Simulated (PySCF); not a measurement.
ClSi, SMILES [Si]Cl (connectivity only; charge and spin as stated), charge +1, multiplicity 1.

Geometry: PBE0-D3(BJ)/def2-TZVPD.

Calculation: PySCF with PBE0-D3(BJ)/def2-TZVPD.

Frequencies are harmonic and unscaled.

```csv
mode,ν (cm⁻¹),IR (km/mol),moving atoms (share of kinetic energy)
1,670,130.3,"Si 56 %, Cl 44 %"
```
